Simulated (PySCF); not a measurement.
chlorosilylboronic acid (BClH₄O₂Si), SMILES [SiH2](Cl)B(O)O. Atoms are numbered in the order given.

```xyz
9

Si    -1.0000    -0.3663     0.0000
Cl     0.3908    -1.9537     0.0000
B      0.1696     1.3145     0.0000
O     -0.2962     2.5921     0.0000
O      1.5126     1.1483     0.0000
H     -1.8703    -0.5237    -1.2016
H     -1.8703    -0.5237     1.2016
H     -1.2552     2.6756     0.0000
H      1.7737     0.2157     0.0000
```
Charge 0, spin multiplicity 1.

Geometry optimised at B3LYP-D3(BJ)/def2-SVP. One conformer was computed; it need not be the lowest.

Computed with PBE/pcSseg-1 (PySCF).

GIAO shieldings, no solvent; atoms listed in one row are averaged. δ = σ(ref) − σ: ²⁹Si against TMS (σ = 335.4 ppm); ³⁵Cl against HCl (σ = 936.5 ppm); ¹¹B against BF3 (σ = 83.9 ppm); ¹⁷O against H2O (σ = 334.3 ppm); ¹H against TMS (σ = 31.49 ppm), references at their B3LYP-D3(BJ)/def2-TZVP geometries, non-relativistic (without spin–orbit terms, shifts of atoms bonded to Cl or Br come out too high).

Computed chemical shifts:
```tsv
nucleus	atoms	count	δ (ppm)
²⁹Si	Si1	1	-31.3
³⁵Cl	Cl2	1	-90.1
¹¹B	B3	1	16.7
¹⁷O	O5	1	191.6
¹⁷O	O4	1	169.8
¹H	H9	1	6.66
¹H	H6, H7	2	5.26
¹H	H8	1	4.55
```
